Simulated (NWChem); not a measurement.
CH₃ClMoO₂; SMILES [CH3][Mo](=[O])(=[O])[Cl]

Computed with NWChem. The level has its own optimisation.

**Question.** Predict the results for Hartree-Fock/STO-3G (all-electron, non-relativistic). Quantities: r Mo–O (Å); r Cl–Mo (Å); r C–Mo (Å); r C–H (Å); dipole (D).

**Answer.** 
```
Property     Result
-----------  ------
r Mo–O (Å)    1.606
r Cl–Mo (Å)   2.265
r C–Mo (Å)    2.103
r C–H (Å)     1.084
dipole (D)     2.16
```
